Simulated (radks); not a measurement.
Values are calculated unless marked as measured or tabulated.
Task: Orbital eigenvalues (eV) of the silicon ion Si2+, [Ne] 3s2, of relativity; Dirac values are averaged over j with weights 2j + 1. Spin-unpolarised spherical Kohn-Sham, PBE, point nucleus unless stated (finite: rms radius 3.1224 fm), a radial shooting solver on a logarithmic mesh with Libxc functionals. A level marked "c x" has the speed of light scaled by that factor.

shell       non-rel.
1s           -1803.1
2s           -160.14
2p           -116.94
3s           -28.478
3p (empty)   -20.516

Give the values at the level "Dirac, c x 3".

Result: 
shell       Dirac, c x 3  change of magnitude (%)
1s               -1803.6                    +0.03
2s               -160.22                    +0.04
2p               -116.94                    0.00
3s               -28.484                    +0.02
3p (empty)       -20.514                    -0.01
